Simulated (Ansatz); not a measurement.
Consider the formal exchange of groups at a B–C bond: `C=C(O)B(C)N` + `CBr` → `CB(C)N` + `C=C(O)Br`.

Isolated molecules relaxed with PBE0-D4/def2-TZVP in Ansatz; ΔE leaves out vibrations. CCSD(T)/CBS is the MP2 limit (def2-TZVPP, def2-QZVPP) plus CCSD(T) − MP2 in def2-TZVPP, frozen cores. Functionals use def2-TZVPP. B3LYP here is the variant with VWN-RPA as its local correlation; programs differ in this. For Br outer-core shells are correlated without core-valence functions, which leaves a few kJ/mol of doubt a bond. Scalar relativity is left out up to krypton. One conformer a species, not always the lowest.

```csv
level,ΔE (kJ/mol),difference from CCSD(T)/CBS
PBE-D4,4.1,-6.4
r2SCAN-D4,4.1,-6.4
B3LYP-D4,10.1,-0.4
ωB97X-V,8.2,-2.3
ωB97M-V,7.9,-2.6
MP2/def2-TZVPP,4.9,-5.6
CCSD(T)/def2-TZVPP,10.4,-0.1
HF/def2-QZVPP,16.3,5.8
MP2/def2-QZVPP,5.0,-5.5
MP2/CBS(def2),5.0,-5.5
CCSD(T)/CBS,10.5,0
```

Largest T1 diagnostic among the species: 0.012.

In def2-TZVPP, CCSD(T) changes the Hartree–Fock value by −5.7 kJ/mol (the triples alone add −0.3 kJ/mol) and MP2 by −11.3 kJ/mol.
